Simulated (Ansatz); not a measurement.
C3H7AlCl2O (`CC(C)[O][Al]([Cl])[Cl]`) at its PBE0-D4/def2-TZVP geometry, where that method's forces vanish. Total charge 0; spin multiplicity 1.

```xyz
14

C    -0.8116    0.6741   -1.1678
C    -0.7549   -0.2913   -0.0007
C     0.0505   -1.5347   -0.3213
O    -0.2395    0.3502    1.1471
Al    1.1629    1.0814    1.6588
Cl    1.2293    1.8549    3.5815
Cl    2.8539    1.2538    0.4537
H    -1.3839    1.5645   -0.9001
H     0.1969    0.9804   -1.4617
H    -1.2896    0.2082   -2.0326
H    -1.7781   -0.5923    0.2557
H    -0.3947   -2.0796   -1.1570
H     0.0839   -2.2023    0.5422
H     1.0748   -1.2672   -0.5978
```

**Question.** What forces (eV/Å) does B3LYP-D4/def2-TZVPP give on these atoms in Ansatz 0.2.0? (An estimate is asked.)

**Answer.** The calculation gave: 
```
C1  -0.014  0.154 -0.179
C2  -0.292 -0.151 -0.094
C3   0.124 -0.197 -0.046
O4   0.083  0.123  0.235
Al5 -0.026 -0.001  0.022
Cl6  0.001  0.054  0.137
Cl7  0.102  0.007 -0.084
H8   0.032 -0.038 -0.024
H9  -0.067 -0.008  0.007
H10  0.022  0.031  0.035
H11  0.059  0.017 -0.017
H12  0.026  0.017  0.041
H13  0.006  0.026 -0.048
H14 -0.058 -0.034  0.015
```

B3LYP here is the variant with VWN-RPA as its local correlation; programs differ in this.
